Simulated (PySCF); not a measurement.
**Ionisation energy of Co by level of theory**

Co [Ar] 3d7 4s2 (4F) → Co⁺ [Ar] 3d8 (3F), as a difference of total energies. Computed with PySCF 2.14 in jorge-DZP-DKH (8s6p2d1f, 43 functions), with scalar relativity by spin-free X2C-1e. Correlated levels: valence: [Ar] frozen. The calculations carry no spin-orbit coupling.

| method | ionisation energy (eV) |
| --- | --- |
| UHF | 8.161 |
| TPSS | 7.784 |
| BP86 | 8.004 |
| MP2 (valence) | 7.568 |
| SCS-MP2 (valence) | 7.640 |

Errors of the correlated levels include the incompleteness of this basis and the frozen core.

MP2 underrates the near-degeneracy of ns² with np² in the lower species.

Q: Which method comes closest to the reference value, and which is furthest?

A: The reference is 7.869 eV (measured; NIST levels, between the centres of gravity of the two terms). Closest: TPSS (error -0.085 eV); furthest: MP2 (valence) (error -0.301 eV).
